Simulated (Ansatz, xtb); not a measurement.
Pulling on the Be1–H2 bond in C2H6Be (SMILES [BeH][CH2]C) (multiplicity 1 held, fragments rigid). Energies count from the point at 1.332 Å.
Geometry at that point (charge 0, multiplicity 1):
```tsv
atom	x (Å)	y (Å)	z (Å)
Be	-1.4452	-0.3387	0.7701
H	-2.6893	-0.1958	1.2244
C	0.1257	-0.5230	0.1984
C	0.7015	0.6578	-0.6109
H	0.1697	-1.4350	-0.4126
H	0.7852	-0.7314	1.0519
H	0.7254	1.5770	-0.0208
H	0.1033	0.8659	-1.5011
H	1.7234	0.4649	-0.9477
```

R- and RO- levels are restricted; in cc, def2 and unpolarised 6-31G sets they are followed outwards from rest. Unrestricted levels (U-) break spin symmetry where that is lower. Levels need not reach the same state.

Frozen-core correlation.

Programs: Ansatz (Gaussian orbitals); xtb for the GFN methods. Each number belongs to the level named beside it. The GFN methods have no spin term and hold the electronic entropy of 300 K.

Q: One of these levels gives 114.44 kcal/mol for the energy at R = 4.263 Å. Which?
(A) U-MP2/aug-cc-pVDZ
(B) R-HF/aug-cc-pVDZ
(C) GFN2-xTB

A: C, GFN2-xTB. The others give 145.44 (R-HF/aug-cc-pVDZ), 88.84 (U-MP2/aug-cc-pVDZ)

Doubts at one or more of the structures used: a restricted determinant that unrestricted orbitals would lower (R-HF/aug-cc-pVDZ); a spin-contaminated determinant (U-MP2/aug-cc-pVDZ).

Ansatz is a first-principles code.
